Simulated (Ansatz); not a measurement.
Two members of one family (Series SnH3X), computed with Ansatz in the gas phase; def2 core potentials for Sn, no spin–orbit coupling. The two geometries come from different levels. Binding counts from free atoms in the multiplicity of their measured ground term, without zero-point energy. The structures are stationary points that may keep the symmetry of their start.

First: Sn(OMe)H3 (singlet, charge 0, r2SCAN-D4/def2-TZVP geometry).

Cartesian coordinates in Å:
```
Sn -0.685 1.258 0.291
O -0.144 -0.589 0.731
C 0.652 -1.284 -0.208
H 0.148 -1.405 -1.178
H 0.854 -2.283 0.191
H 1.619 -0.791 -0.386
H 0.745 2.169 0.075
H -1.597 1.736 1.641
H -1.593 1.189 -1.157
```

| level | HOMO (eV) | LUMO (eV) | gap (eV) | binding per atom (eV) |
| --- | --- | --- | --- | --- |
| PBE-D4/def2-SVP | -5.71 | -0.89 | 4.81 | 3.20 |
| r2SCAN-D4/def2-TZVP | -6.26 | -0.79 | 5.46 | 3.18 |
| PBE0-D4/def2-SVP | -7.32 | -0.07 | 7.24 | 3.15 |
| HSE06-D4/def2-TZVP | -7.09 | -0.75 | 6.34 | 3.15 |
| ωB97X-V/def2-TZVP | -9.95 | 1.42 | 11.37 | 3.21 |

Second: SnH3(NHMe) (singlet, charge 0, B3LYP-D4/def2-SVP geometry).

```xyz
10

Sn   -1.293    0.027    0.884
H    -1.333   -0.025    2.600
H    -1.961    1.482    0.263
H    -2.146   -1.328    0.222
N     0.700    0.065    0.377
C     1.104    0.072   -1.020
H     1.253   -0.592    0.925
H     0.931   -0.874   -1.576
H     0.566    0.865   -1.565
H     2.181    0.308   -1.110
```

Question: What does the change do? Estimate second minus first.

Answer: 
```tsv
level	Δ HOMO (eV)	Δ LUMO (eV)	Δ gap (eV)	Δ binding per atom (eV)
PBE-D4/def2-SVP	0.86	0.34	-0.51	-0.04
r2SCAN-D4/def2-TZVP	0.92	0.29	-0.63	-0.06
PBE0-D4/def2-SVP	1.07	0.35	-0.71	-0.03
HSE06-D4/def2-TZVP	1.07	0.28	-0.79	-0.03
ωB97X-V/def2-TZVP	1.12	0.25	-0.88	-0.04
```
